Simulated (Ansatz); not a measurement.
Isolated molecules relaxed with PBE0-D4/def2-TZVP in Ansatz; ΔE leaves out vibrations. CCSD(T)/CBS is the MP2 limit (def2-TZVPP, def2-QZVPP) plus CCSD(T) − MP2 in def2-TZVPP, frozen cores. This one scheme is used for every species. DFT in def2-TZVPP. Elements past krypton have def2 core potentials. For Te outer-core shells are correlated without core-valence functions, which leaves a few kJ/mol of doubt a bond. One conformer a species, not always the lowest.

`NB(O)[TeH]` + fluoromethane → `NB(O)CF` + H₂Te  (formal exchange of groups at a B–Te bond)

```json
{"level": "PBE0-D4", "ΔE (kJ/mol)": "33.1"}
{"level": "PBE0", "ΔE (kJ/mol)": "31.2"}
{"level": "CCSD/def2-TZVPP", "ΔE (kJ/mol)": "29.3"}
{"level": "CCSD(T)/def2-TZVPP", "ΔE (kJ/mol)": "31.6"}
{"level": "SCS-MP2/def2-QZVPP", "ΔE (kJ/mol)": "40.0"}
{"level": "HF/CBS(def2)", "ΔE (kJ/mol)": "27.8"}
{"level": "MP2/CBS(def2)", "ΔE (kJ/mol)": "46.7"}
{"level": "CCSD/CBS(def2)", "ΔE (kJ/mol)": "34.1"}
```

(1) What does CCSD(T)/CBS give? (Estimate.)

Largest T1 diagnostic among the species: 0.011.

Results:

(1) The calculation gave: +36.5 kJ/mol. The listed levels differ from it by -3.4, -5.3, -7.2, -4.9, 3.5, -8.7, 10.2, -2.4 kJ/mol.

In def2-TZVPP, CCSD(T) changes the Hartree–Fock value by +4.4 kJ/mol (the triples alone add +2.3 kJ/mol) and MP2 by +14.6 kJ/mol. The D4 term adds +3.7 kJ/mol with B3LYP and +1.8 kJ/mol with PBE0; it sums over pairs of atoms, weighted by their polarisabilities, and B3LYP, whose exchange is more repulsive, gets the larger term.

B3LYP here is the variant with VWN-RPA as its local correlation; programs differ in this.
